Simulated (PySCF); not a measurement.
Geometry:
```
atom   x (Å)   y (Å)   z (Å)
  N1  -0.394  -2.116  -1.079
 Si2   0.017  -0.506  -0.639
  O3   0.467   0.352  -1.937
  O4   1.263  -0.411   0.388
 Si5   2.089   0.513   1.431
  O6  -1.322   0.109   0.035
 Si7  -1.955   1.013   1.214
  H8  -0.844  -2.687  -0.384
  H9   0.313  -2.653  -1.554
 H10  -0.155   0.454  -2.651
 H11   1.225   0.809   2.578
 H12   2.521   1.747   0.777
 H13   3.209  -0.358   1.788
 H14  -1.292   2.318   1.252
 H15  -3.356   1.109   0.810
 H16  -1.793   0.316   2.492
```

- shieldings: GIAO PBE0/pcSseg-1
- geometry: GFN2-xTB
- code: PySCF
- fast rotation and ring inversion assumed for equivalent nuclei, non-relativistic Hamiltonian, one conformer, gas phase

References, each an isolated molecule treated in the same way: 1H, 29Si against TMS; 15N vs NH3; 17O vs H2O.

| atoms | nucleus | count | Hirshfeld charge | δ (ppm) |
| --- | --- | --- | --- | --- |
| N1 | 15N | 1 | -0.33 | ? |
| O3 | 17O | 1 | -0.31 | 50.4 |
| O4/O6 | 17O | 2 | -0.31 | 43.4 |
| Si5/Si7 | 29Si | 2 | 0.39 | -43.5 |
| Si2 | 29Si | 1 | 0.55 | ? |
| H8/H9 | 1H | 2 | 0.12 | 0.48 |
| H11/H12/H13/H14/H15/H16 | 1H | 6 | -0.08 | 5.21 |
| H10 | 1H | 1 | 0.18 | 1.85 |

Q: Complete the table.

A: 
- N1: 24.6 ppm, nitrogen bonded to Si, 2 H
- Si2: -74.1 ppm, silicon bonded to N, 3 O

OH/NH shifts are gas-phase values; hydrogen bonding in solution moves them, usually downfield. Experimental scales use liquid or dissolved standards, which lie at an offset from isolated NH3 (liquid NH3: subtract about 20 ppm) and H2O (liquid H2O: subtract about 36 ppm).
